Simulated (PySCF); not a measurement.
PySCF input for C3H8O2Si, SMILES COC[SiH2]C=O, TDDFT-PBE/def2-SVPD. The structure is a stationary point at B3LYP-D3(BJ)/def2-SVP. The structure was generated by enumeration, and PubChem lists no compound with its InChIKey, so it may never have been made. One conformer was computed; it need not be the lowest.

```python
import numpy as np
from pyscf import gto, scf, dft, tdscf

mol = gto.M(
    atom='''
    C     2.90830495   -0.31298572   -0.19873329
    O     1.53396565   -0.40609129    0.07587446
    C     0.93122281    0.82395603    0.42254442
    Si   -0.90262679    0.43072215    0.72421247
    C    -1.56891411   -0.52284863   -0.82412226
    O    -2.75015125   -0.60770270   -1.07244438
    H     3.11117905    0.36831938   -1.04949661
    H     3.47673485    0.05639021    0.67831997
    H     3.26981251   -1.31893672   -0.45671789
    H     1.03800166    1.57134815   -0.39377021
    H     1.40706687    1.27592662    1.31887979
    H    -1.05292085   -0.45754292    1.91134863
    H    -1.69818586    1.67518075    0.91986850
    H    -0.80911021   -1.01917347   -1.49298078
    ''',
    basis='def2-SVPD',
    charge=0,
    spin=0,
    max_memory=1600,
    verbose=4,
)
mf = dft.RKS(mol, xc='pbe').density_fit(auxbasis='def2-universal-jkfit')
mf.grids.level = 3
mf.conv_tol = 1e-9
mf.max_cycle = 100
mf.kernel()
mf.grids = dft.Grids(mol).set(level=1).build(with_non0tab=True)  # coarser grid for the response kernel
td = tdscf.TDDFT(mf)
td.singlet = True
td.nstates = 10
td.conv_tol = 1e-4
td.positive_eig_threshold = 1e-6
td.kernel(x0=td.get_init_guess(mf, 15))
td.analyze()
tt = tdscf.TDA(mf)
tt.singlet = False
tt.nstates = 4
tt.conv_tol = 1e-4
tt.positive_eig_threshold = 1e-6
tt.kernel(x0=tt.get_init_guess(mf, 9))
tt.analyze(verbose=3)
```

It prints:

```
PySCF version 2.14.0

[INPUT] verbose = 4
[INPUT] num. atoms = 14
[INPUT] num. electrons = 56
[INPUT] charge = 0
[INPUT] spin (= nelec alpha-beta = 2S) = 0
[INPUT] symmetry False subgroup None
[INPUT] Mole.unit = angstrom
[INPUT] Symbol           X                Y                Z      unit          X                Y                Z       unit  Magmom
[INPUT]  1 C      2.908304950000  -0.312985720000  -0.198733290000 AA    5.495899842217  -0.591457291700  -0.375551489934 Bohr   0.0
[INPUT]  2 O      1.533965650000  -0.406091290000   0.075874460000 AA    2.898774962990  -0.767401319671   0.143381949249 Bohr   0.0
[INPUT]  3 C      0.931222810000   0.823956030000   0.422544420000 AA    1.759756071848   1.557051235384   0.798493229263 Bohr   0.0
[INPUT]  4 Si    -0.902626790000   0.430722150000   0.724212470000 AA   -1.705717425795   0.813946899284   1.368563224295 Bohr   0.0
[INPUT]  5 C     -1.568914110000  -0.522848630000  -0.824122260000 AA   -2.964817980866  -0.988040715304  -1.557365364558 Bohr   0.0
[INPUT]  6 O     -2.750151250000  -0.607702700000  -1.072444380000 AA   -5.197032663630  -1.148391668159  -2.026626162029 Bohr   0.0
[INPUT]  7 H      3.111179050000   0.368319380000  -1.049496610000 AA    5.879276328985   0.696022754570  -1.983261161559 Bohr   0.0
[INPUT]  8 H      3.476734850000   0.056390210000   0.678319970000 AA    6.570076674231   0.106562053007   1.281838968123 Bohr   0.0
[INPUT]  9 H      3.269812510000  -1.318936720000  -0.456717890000 AA    6.179050122577  -2.492429176432  -0.863071728289 Bohr   0.0
[INPUT] 10 H      1.038001660000   1.571348150000  -0.393770210000 AA    1.961538854244   2.969417649842  -0.744117852912 Bohr   0.0
[INPUT] 11 H      1.407066870000   1.275926620000   1.318879790000 AA    2.658971023249   2.411151866842   2.492321594324 Bohr   0.0
[INPUT] 12 H     -1.052920850000  -0.457542920000   1.911348630000 AA   -1.989732037344  -0.864630809034   3.611925439263 Bohr   0.0
[INPUT] 13 H     -1.698185860000   1.675180750000   0.919868500000 AA   -3.209106184009   3.165632826643   1.738299535614 Bohr   0.0
[INPUT] 14 H     -0.809110210000  -1.019173470000  -1.492980780000 AA   -1.528996701489  -1.925958731723  -2.821324783440 Bohr   0.0

nuclear repulsion = 287.453672275753
number of shells = 84
number of NR pGTOs = 278
number of NR cGTOs = 194
basis = def2-SVPD
ecp = {}


[settings echo left out]
init E= -558.567600598432
  HOMO = -0.2865874853814  LUMO = -0.151637959644366  gap/eV = 3.67216
cycle= 1 E= -558.11421794489  delta_E= 0.453  |g|= 0.892  |ddm|= 4.59
  HOMO = -0.0563919253806082  LUMO = -0.0127046743892603  gap/eV = 1.18879
cycle= 2 E= -556.88190530972  delta_E= 1.23  |g|=  2.5  |ddm|= 3.58
  HOMO = -0.202763911815997  LUMO = -0.0959265139341419  gap/eV = 2.90719
cycle= 3 E= -558.259057800306  delta_E= -1.38  |g|= 0.313  |ddm|= 3.17
  HOMO = -0.200052565525128  LUMO = -0.102428315902281  gap/eV = 2.65649
cycle= 4 E= -558.272265517297  delta_E= -0.0132  |g|= 0.221  |ddm|= 0.436
  HOMO = -0.203397963630205  LUMO = -0.103190730404105  gap/eV = 2.72678
cycle= 5 E= -558.281748704092  delta_E= -0.00948  |g|= 0.0536  |ddm|= 0.189
  HOMO = -0.201358797473948  LUMO = -0.101470888585946  gap/eV = 2.71809
cycle= 6 E= -558.282302675098  delta_E= -0.000554  |g|= 0.0165  |ddm|= 0.0553
  HOMO = -0.201644725832509  LUMO = -0.101507661694855  gap/eV = 2.72487
cycle= 7 E= -558.282368182809  delta_E= -6.55e-05  |g|= 0.00328  |ddm|= 0.0196
  HOMO = -0.201910539020185  LUMO = -0.101748317927703  gap/eV = 2.72555
cycle= 8 E= -558.282370653641  delta_E= -2.47e-06  |g|= 0.00121  |ddm|= 0.00467
  HOMO = -0.201901378916728  LUMO = -0.101701823693944  gap/eV = 2.72657
cycle= 9 E= -558.282370973194  delta_E= -3.2e-07  |g|= 0.000301  |ddm|= 0.00133
  HOMO = -0.201921323386665  LUMO = -0.101717745896619  gap/eV = 2.72668
cycle= 10 E= -558.282370996626  delta_E= -2.34e-08  |g|= 8.23e-05  |ddm|= 0.000569
  HOMO = -0.201924905984082  LUMO = -0.101720212649044  gap/eV = 2.72671
cycle= 11 E= -558.282370998638  delta_E= -2.01e-09  |g|= 1.92e-05  |ddm|= 0.000176
  HOMO = -0.201922269380044  LUMO = -0.101717993353621  gap/eV = 2.72670
cycle= 12 E= -558.282370998752  delta_E= -1.14e-10  |g|= 2.57e-06  |ddm|= 3.82e-05
  HOMO = -0.201922580495165  LUMO = -0.101718329166452  gap/eV = 2.72670
Extra cycle  E= -558.282370998753  delta_E= -3.41e-13  |g|= 3.06e-06  |ddm|= 1.01e-05
converged SCF energy = -558.282370998753
tot grids = 52088
Overwritten attributes  positive_eig_threshold  of <class 'pyscf.tdscf.rks.CasidaTDDFT'>


******** <class 'pyscf.tdscf.rks.CasidaTDDFT'> for <class 'pyscf.df.df_jk.DFRKS'> ********
nstates = 10 singlet
deg_eia_thresh = 1.000e-03
wfnsym = None
conv_tol = 0.0001
eigh lindep = 1e-12
eigh level_shift = 0
eigh max_cycle = 100


Excitation energies (eV)
[2.99863025 3.64152138 4.85150943 5.17797088 5.40721473 5.81321705
 5.83306679 5.95157628 6.01949173 6.09198898]

** Singlet excitation energies and oscillator strengths **
Excited State   1:      2.99863 eV    413.47 nm  f=0.0008
      28 -> 29        0.70662
Excited State   2:      3.64152 eV    340.47 nm  f=0.0006
      27 -> 29       -0.70629
Excited State   3:      4.85151 eV    255.56 nm  f=0.0106
      26 -> 29        0.70372
Excited State   4:      5.17797 eV    239.45 nm  f=0.0009
      28 -> 30        0.70133
Excited State   5:      5.40721 eV    229.29 nm  f=0.0311
      25 -> 29       -0.11677
      28 -> 31       -0.68740
Excited State   6:      5.81322 eV    213.28 nm  f=0.0058
      28 -> 32        0.70571
Excited State   7:      5.83307 eV    212.55 nm  f=0.0014
      24 -> 29        0.68071
      25 -> 29       -0.18107
Excited State   8:      5.95158 eV    208.32 nm  f=0.0026
      25 -> 29       -0.28745
      28 -> 33        0.63821
Excited State   9:      6.01949 eV    205.97 nm  f=0.0275
      24 -> 29       -0.17627
      25 -> 29       -0.55734
      28 -> 33       -0.28464
      28 -> 34        0.19255
Excited State  10:      6.09199 eV    203.52 nm  f=0.0225
      27 -> 30       -0.69854

** Transition electric dipole moments (AU) **
state          X           Y           Z        Dip. S.      Osc.
  1        -0.0539     -0.0742      0.0458      0.0105      0.0008
  2         0.0687     -0.0050      0.0492      0.0072      0.0006
  3        -0.2853     -0.0008     -0.0880      0.0891      0.0106
  4        -0.0754     -0.0176     -0.0307      0.0069      0.0009
  5         0.1253      0.2587      0.3899      0.2347      0.0311
  6         0.0339     -0.0655     -0.1877      0.0407      0.0058
  7         0.0220     -0.0852     -0.0443      0.0097      0.0014
  8         0.0386     -0.0606     -0.1140      0.0182      0.0026
  9        -0.1427     -0.1230     -0.3884      0.1864      0.0275
 10         0.0580     -0.0222      0.3831      0.1507      0.0225

** Transition velocity dipole moments (imaginary part, AU) **
state          X           Y           Z        Dip. S.      Osc.
  1        -0.0059     -0.0091      0.0061      0.0002      0.0009
  2         0.0091     -0.0016      0.0087      0.0002      0.0008
  3        -0.0511      0.0003     -0.0162      0.0029      0.0107
  4        -0.0169     -0.0035     -0.0041      0.0003      0.0011
  5         0.0230      0.0543      0.0816      0.0101      0.0340
  6         0.0049     -0.0162     -0.0465      0.0025      0.0077
  7         0.0059     -0.0192     -0.0099      0.0005      0.0016
  8         0.0097     -0.0134     -0.0251      0.0009      0.0028
  9        -0.0322     -0.0278     -0.0875      0.0095      0.0285
 10         0.0136     -0.0052      0.0890      0.0081      0.0242

** Transition magnetic dipole moments (imaginary part, AU) **
state          X           Y           Z
  1        -1.1499     -0.0829     -0.2517
  2        -0.2885     -0.0103      0.0159
  3         0.1324      0.0222      0.0732
  4         0.1372      0.1139     -0.1944
  5         0.0912     -0.0526      0.1144
  6        -0.0744      0.3169     -0.2009
  7        -0.0534      0.0682     -0.0033
  8         0.1038     -0.2798      0.1528
  9        -0.2871      0.3999     -0.1295
 10        -0.2952      0.4310      0.0979
Overwritten attributes  positive_eig_threshold  of <class 'pyscf.tdscf.rks.TDA'>


******** <class 'pyscf.tdscf.rks.TDA'> for <class 'pyscf.df.df_jk.DFRKS'> ********
nstates = 4 triplet
deg_eia_thresh = 1.000e-03
wfnsym = None
conv_tol = 0.0001
eigh lindep = 1e-12
eigh level_shift = 0
eigh max_cycle = 100


Excitation energies (eV)
[2.32507388 3.62208531 4.75188914 5.07498179]

** Triplet excitation energies and oscillator strengths **
Excited State   1:      2.32507 eV    533.25 nm  f=0.0000
Excited State   2:      3.62209 eV    342.30 nm  f=0.0000
Excited State   3:      4.75189 eV    260.92 nm  f=0.0000
Excited State   4:      5.07498 eV    244.30 nm  f=0.0000
```

The run converged.

Cost: around 2.9 core-minutes (rough).
